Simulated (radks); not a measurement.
Task: The krypton ion Kr3+, 33 electrons, occupied as [Ar] 3d9 4s2 4p3 4f1 (not the ground configuration). Method: scalar-relativistic Kohn-Sham, exchange-only B88, spin-unpolarised, spherical densities, point nucleus; computed with a radial shooting solver on a logarithmic mesh with Libxc functionals. Some entries of the table are withheld. Estimate them.

orbital  occ.  eigenvalue (eV)  <r> (bohr)  r(max) (bohr)
1s          2        -14229.23     0.04149        0.02708
2s          2        -1932.919      0.1835         0.1542
2p          6              (1)         (2)         0.1234
3s          2        -326.0720      0.5255         0.4648
3p          6        -257.1721      0.5335         0.4602
3d          9        -143.3992      0.5372         0.4051
4s          2         -67.9016       1.395          1.251
4p          3         -50.8342       1.558          1.374
4d          0         -27.0592       2.085            (3)
5s          0         -23.1481       3.198          2.993
4f          1         -11.6201       3.903          3.391

Result: 
(1) 2p eigenvalue (eV): -1717.183
(2) 2p <r> (bohr): 0.1601
(3) 4d r(max) (bohr): 1.762
